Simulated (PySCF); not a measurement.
**AsO: energy against distance**

Set-up: PySCF, no relativity, basis sets As def2-TZVPP, O def2-TZVPP. Energies in eV from As + O in their ground configurations at the same level. State: ²Π (doublet), unpaired electrons π ↑.

All columns are MN15. A positive dipole means As(−)O(+).

```json
{"R (Å)": "1.392", "E (eV)": "-2.900", "μ (D)": "-1.85", "Mulliken charge on As (basis-dependent)": "0.37", "HOMO (eV)": "-5.48", "LUMO (eV)": "-2.09", "Mayer bond order": "2.00", "⟨S²⟩": "0.75"}
{"R (Å)": "1.457", "E (eV)": "-4.006", "μ (D)": "-2.15", "Mulliken charge on As (basis-dependent)": "0.37", "HOMO (eV)": "-5.75", "LUMO (eV)": "-2.34", "Mayer bond order": "2.03", "⟨S²⟩": "0.75"}
{"R (Å)": "1.522", "E (eV)": "-4.595", "μ (D)": "-2.43", "Mulliken charge on As (basis-dependent)": "0.39", "HOMO (eV)": "-6.00", "LUMO (eV)": "-2.59", "Mayer bond order": "2.05", "⟨S²⟩": "0.75"}
{"R (Å)": "1.570", "E (eV)": "-4.788", "μ (D)": "-2.63", "Mulliken charge on As (basis-dependent)": "0.39", "HOMO (eV)": "-6.19", "LUMO (eV)": "-2.76", "Mayer bond order": "2.07", "⟨S²⟩": "0.75"}
{"R (Å)": "1.619", "E (eV)": "-4.824", "μ (D)": "-2.82", "Mulliken charge on As (basis-dependent)": "0.40", "HOMO (eV)": "-6.37", "LUMO (eV)": "-2.94", "Mayer bond order": "2.08", "⟨S²⟩": "0.75"}
{"R (Å)": "1.668", "E (eV)": "-4.738", "μ (D)": "-3.00", "Mulliken charge on As (basis-dependent)": "0.41", "HOMO (eV)": "-6.54", "LUMO (eV)": "-3.10", "Mayer bond order": "2.08", "⟨S²⟩": "0.75"}
{"R (Å)": "1.732", "E (eV)": "-4.487", "μ (D)": "-3.23", "Mulliken charge on As (basis-dependent)": "0.43", "HOMO (eV)": "-6.76", "LUMO (eV)": "-3.32", "Mayer bond order": "2.09", "⟨S²⟩": "0.76"}
{"R (Å)": "1.813", "E (eV)": "-4.031", "μ (D)": "-3.43", "Mulliken charge on As (basis-dependent)": "0.43", "HOMO (eV)": "-7.01", "LUMO (eV)": "-3.49", "Mayer bond order": "2.04", "⟨S²⟩": "0.82"}
{"R (Å)": "1.910", "E (eV)": "-3.447", "μ (D)": "-3.23", "Mulliken charge on As (basis-dependent)": "0.40", "HOMO (eV)": "-7.25", "LUMO (eV)": "-3.23", "Mayer bond order": "1.69", "⟨S²⟩": "1.15"}
{"R (Å)": "2.040", "E (eV)": "-2.756", "μ (D)": "-3.10", "Mulliken charge on As (basis-dependent)": "0.37", "HOMO (eV)": "-7.50", "LUMO (eV)": "-2.82", "Mayer bond order": "1.33", "⟨S²⟩": "1.45"}
```

A fit through these points gives, at Re = 1.607 Å, μ = -2.77 D and dμ/dR = -3.91 D/Å; the reduced mass is 13.18 u.

Task: How strong is the fundamental in the double-harmonic approximation, I = 42.26·(dμ/dR)²/μred km/mol?

Result: I = 42.26·(-3.91)²/13.18 = 49.0 km/mol at MN15.

⟨S²⟩ of the unrestricted solution departs from its pure value on part of the curve, where spin states mix. Spin–orbit coupling is left out. The state was picked by a PBE0 search and need not be the measured ground state.
